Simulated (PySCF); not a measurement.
Structure problem from calculated spectra and properties.

Formula: C3H7Cl2FSi2.

| Property | Result |
| --- | --- |
| NMR, other nuclei | isotropic shieldings of nuclei other than C and H, by class: 223 (1 F), 362 (1 Si), 432 (1 Si), 943 (1 Cl), 970 (1 Cl) ppm [GIAO PBE0/pcSseg-1] |
| 1H NMR | chemical shifts (computed TMS as zero) by class: 6.32 (1 H), 5.37 (1 H), 4.25 (3 H), 3.29 (1 H), 3.27 (1 H) ppm [GIAO PBE0/pcSseg-1] |
| 13C NMR | chemical shifts (computed TMS as zero) by class: 183.1 (1 C), 119.9 (1 C), 35.7 (1 C) ppm [GIAO PBE0/pcSseg-1] |
| Rotational structure | rotational constants A, B, C: 1.600, 0.540, 0.435 GHz [GFN2-xTB] |
| Triplet | lowest triplet excitation (Tamm–Dancoff): 3.92 eV [TDA CAM-B3LYP/def2-SVPD] |
| Dipole | 1.99 D [CAM-B3LYP/def2-SVPD] |
| UV, first state | lowest singlet excitation: 6.33 eV (196 nm, f = 0.349) [TDDFT CAM-B3LYP/def2-SVPD] |

The electronic properties come from PySCF, for the isolated species, density fitting. Levels stand in brackets. Geometry: GFN2-xTB, one conformer, isolated molecule. NMR classes are plain means over equivalent atoms (diastereotopic ones count apart unless rotation or inversion swaps them), as if these changed places fast.

Question: Propose a structure and show how it fits.

Answer: Numbering: `[F:1]/[C:2](=[CH:3]/[SiH3:4])[Si@@H:5]([Cl:6])[CH2:7][Cl:8]`. Its formula, C3H7Cl2FSi2, gives 1 degree of unsaturation: 0 rings and 1 π bond in the structure found. 3 carbons fall into 3 classes; from least to most shielded: vinylic C–F carbon [C2] (183.1 ppm), alkene CH carbon [C3] (119.9 ppm), sp3 C–Cl carbon [C7] (35.7 ppm). Hydrogen classes from least to most shielded: 1 H on an alkene CH carbon, C3 (6.32 ppm), 1 H on a chlorine-bound silicon, Si5 (5.37 ppm), 3 H on an SiH3 silicon, Si4 (4.25 ppm), 1 H on an sp3 C–Cl carbon, C7 (3.29 ppm), 1 H on an sp3 C–Cl carbon, C7 (3.27 ppm). The other shieldings belong to: 223 ppm, vinyl fluorine [F1]; 362 ppm, chlorine-bound silicon [Si5]; 432 ppm, SiH3 silicon [Si4]; 943 ppm, alkyl chlorine [Cl8]; 970 ppm, silicon-bound chlorine [Cl6]. The optimised geometry has point group C1 and is an asymmetric top. Structure: `C(/[SiH3])=C(\F)[Si@H](CCl)Cl`. The assignments are read from this structure; whether some other isomer fits the data as well wasn't checked. The mirror image fits equally.

Shape of the structure used: `[F:1]/[C:2](=[CH:3]/[SiH3:4])[Si@@H:5]([Cl:6])[CH2:7][Cl:8]`: F1–C2–Si5–Cl6 -125°, C2–Si5–C7–Cl8 174°.
